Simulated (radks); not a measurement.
The numbers below are computed, except where a source is named.
Problem. Species: Pt V. Configuration: [Xe] 4f14 5d6. Code: a radial shooting solver on a logarithmic mesh with Libxc functionals. Model: Dirac Kohn-Sham, Wu-Cohen GGA, spin-unpolarised, spherical densities, point nucleus; open shells are shared between the two j in proportion to 2j + 1. Some entries of the table are withheld. Estimate them.

orbital,occ.,eigenvalue (eV),<r> (bohr),<1/r> (bohr^-1)
1s1/2,2,-78359.73,0.01715,94.02
2s1/2,2,-13797.35,0.07169,(1)
2p1/2,2,-13225.86,0.05906,23.00
2p3/2,4,-11496.48,0.06749,18.86
3s1/2,2,-3279.845,0.1866,(2)
3p1/2,2,-3023.457,0.1768,8.373
3p3/2,4,-2643.307,0.1923,7.295
3d3/2,4,-2216.506,0.1676,7.192
3d5/2,6,-2134.581,0.1723,6.945
4s1/2,2,-744.9662,0.4149,3.575
4p1/2,2,-636.2233,0.4179,(3)
4p3/2,4,-545.6293,0.4518,(4)
4d3/2,4,-367.5808,0.4617,(5)
4d5/2,6,-350.7372,0.4729,(6)
5s1/2,2,-152.3178,0.9464,1.444
4f5/2,6,-123.2471,0.5115,(7)
4f7/2,8,-119.7855,0.5187,(8)
5p1/2,2,-117.2581,1.021,1.322
5p3/2,4,-101.7688,1.111,1.191
5d3/2,2.4,(9),1.408,0.9212
5d5/2,3.6,(10),1.446,0.8938

Solution. 
(1) 2s1/2 <1/r> (bohr^-1): 23.05
(2) 3s1/2 <1/r> (bohr^-1): 8.461
(3) 4p1/2 <1/r> (bohr^-1): 3.465
(4) 4p3/2 <1/r> (bohr^-1): 3.090
(5) 4d3/2 <1/r> (bohr^-1): 2.885
(6) 4d5/2 <1/r> (bohr^-1): 2.798
(7) 4f5/2 <1/r> (bohr^-1): 2.410
(8) 4f7/2 <1/r> (bohr^-1): 2.376
(9) 5d3/2 eigenvalue (eV): -53.8033
(10) 5d5/2 eigenvalue (eV): -52.0125
